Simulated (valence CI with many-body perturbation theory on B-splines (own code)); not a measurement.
Tm63+ in brief

Calculated by valence CI with perturbative core correlation (CI+MBPT): four valence electrons over a frozen Dirac-Fock core [He], radial functions for each j: 11 s, 11 p, 10 d, 8 f, 5 g, 2 h, with the one-electron correlation potential Σ1, the two-electron term Σ2, the three-electron term Σ3, Breit, model QED; selected CI, second order for the rest, scaled by the run's own slope (own B-spline code, finite nucleus).

No measured spectrum was set against this ion. As an estimate, large intervals hold to a few tenths of a per cent, small ones and those within an open d or f shell to about a per cent. Among the levels kept, up to 990 cm⁻¹ of a level comes from second order outside the variational space, and about a tenth of that is noise between levels of different J, which matters for small intervals.

Levels are named by their leading jj configuration (3d3/2^4 stands for four electrons in 3d with j = 3/2), which in mixed levels can hold well under half, so a name can repeat and another be missing.

Rates and lifetimes use the calculated energies. Strong lines usually hold to 10 to 20 %, long lifetimes can be off by a factor of two.

**Question.** What is the ground level?

**Answer.** (2s^2 2p1/2^2) J=0, composition 69 % 2s2 2p2 3P + 31 % 2s2 2p2 1S.

**Question.** Name the longest-lived excited levels whose lifetime is computed, and their main decay.

**Answer.** (2s^2 2p1/2 2p3/2) J=2 at 1039 eV lives 38.8 ns, mostly by E2 to (2s^2 2p1/2^2) J=0; (2s^2 2p1/2 2p3/2) J=1 at 1021 eV lives 151 ps, mostly by M1 to (2s^2 2p1/2^2) J=0; (2s 2p1/2^2 2p3/2) J=2 at 1291 eV lives 36.3 ps, mostly by E1 to (2s^2 2p1/2 2p3/2) J=1.

**Question.** Among levels below 11999 eV, which E1 lines absorb most strongly from the ground level?

**Answer.** to (2s^2 2p1/2 3d3/2) J=1 at 0.1330 nm, f = 1.09; to (2s 2p1/2^2 3p1/2) J=1 at 0.1353 nm, f = 0.349; to (2s 2p1/2^2 3p3/2) J=1 at 0.1307 nm, f = 0.315.

**Question.** Where does the other parity begin?

**Answer.** At (2s 2p1/2^2 2p3/2) J=2, 1291 eV.

**Question.** How well does LS coupling describe the low levels?

**Answer.** Among the lowest 20 levels the leading LS term, summed over configurations, holds 67 % on average. For single configurations the figures are 67 % in LS and 100 % in jj coupling. Terms mix most in the J = 1 level at 1372 eV, where the leading one holds 31 %.

**Question.** What is the ionisation energy?

**Answer.** 15665 eV; NIST lists 15663 ± 19 eV (theoretical).
